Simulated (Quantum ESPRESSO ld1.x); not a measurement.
Results of a calculation; reference values are marked as such.
Species: Pb4+. Configuration: [Kr] 4d10 4f14 5s2 5p5 5d10 6p1 (not the ground configuration). Level of theory: scalar-relativistic Kohn-Sham, LDA (Slater exchange, Perdew-Wang correlation), spin-polarised, spherical densities, point nucleus; open shells are filled with parallel spins first (ld1.x of Quantum ESPRESSO 7.5). Some entries of the table are withheld. Estimate them.

orbital  occ.  eigenvalue (hartree)  <1/r> (bohr^-1)  <r^2> (bohr^2)
1s up       1              -3238.43            101.4       0.0003574
1s down     1              -3238.42            101.4       0.0003574
2s up       1              -580.830            23.80        0.005423
2s down     1              -580.826            23.80        0.005423
2p up       3              -498.605            20.90        0.004620
2p down     3              -498.599            20.90        0.004620
3s up       1              -140.851            8.817         0.03489
3s down     1              -140.846            8.816         0.03489
3p up       3              -117.282            7.976         0.03615
3p down     3              -117.277            7.976         0.03615
3d up       5              -93.2227            7.487         0.02994
3d down     5              -93.2175            7.487         0.02994
4s up       1              -33.3193            3.800          0.1668
4s down     1              -33.3109            3.800          0.1667
4p up       3              -25.5937            3.414          0.1912
4p down     3              -25.5846            3.414          0.1911
4d up       5              -16.6556            3.070          0.2145
4d down     5              -16.6452            3.071          0.2143
5s up       1              -7.14832            1.612          0.8045
5s down     1              -7.11172            1.612          0.8046
4f up       7              -6.77879            2.678          0.2457
4f down     7              -6.76617            2.680          0.2451
5p up       3              -4.97262            1.386           1.047
5p down     2              -4.93634            1.385           1.048
5d up       5              -2.51524            1.065           1.725
5d down     5              -2.48135            1.064           1.723
6s up       0              -1.91727           0.6542           4.309
6s down     0              -1.87874           0.6574           4.288
6p up       1                   (1)           0.5432           6.113
6p down     0                   (2)           0.5436           6.148
6d up       0              -0.88551              (3)             (4)
6d down     0              -0.85054              (5)             (6)
5f up       0              -0.77523           0.4754           7.966
5f down     0              -0.73873           0.4698           8.307
7p up       0              -0.67275           0.2908           22.48
7p down     0              -0.65987           0.2852           23.22

Answer. 
(1) 6p up eigenvalue (hartree): -1.42798
(2) 6p down eigenvalue (hartree): -1.38560
(3) 6d up <1/r> (bohr^-1): 0.4062
(4) 6d up <r^2> (bohr^2): 11.10
(5) 6d down <1/r> (bohr^-1): 0.3968
(6) 6d down <r^2> (bohr^2): 11.58
